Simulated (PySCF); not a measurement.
Write a Z-matrix for `O=C[C@@H](F)[C@H]1CO1` as optimised with PBE0-D3(BJ)/def2-SVP.

Z-matrix in Å and degrees, rows numbered from 1:
```
O 
C   1  1.1984
C   2  1.5200  1  123.52
F   3  1.3721  2  108.16  1  -175.88
C   3  1.5031  2  112.49  1   -53.29
C   5  1.4603  3  120.28  2    74.62
O   5  1.4063  3  117.11  2   142.73
H   2  1.1207  1  122.97  3   179.08
H   3  1.1059  2  108.22  1    66.20
H   5  1.0990  3  114.00  2   -77.89
H   6  1.0967  5  119.29  7  -104.60
H   6  1.0966  5  119.09  7   104.58
```

Of the pairs four or more bonds apart, O1···C6 is among the closest relative to their van der Waals radii: 3.19 Å, 99 % of the sum of Bondi's values. The 3 C–C bonds span 1.460 Å (C5–C6, drawn single) to 1.520 Å (C2–C3, drawn single), a spread of 0.060 Å. O7 (epoxide oxygen) is bent (angle 62.5°). The C–O distances run from 1.198 Å (O1=C2, drawn double) to 1.410 Å (C6–O7, drawn single), a spread of 0.212 Å.

The calculation used PBE0-D3(BJ)/def2-SVP geometry optimisation, gas phase (PySCF 2.14.0).

Point group: C1 (no symmetry element, even within 0.4 Å). Whether it is a minimum is left open (no frequencies). The numbers are those of one conformer (O1–C2–C3–F4 -176°, C2–C3–C5–C6 75°).
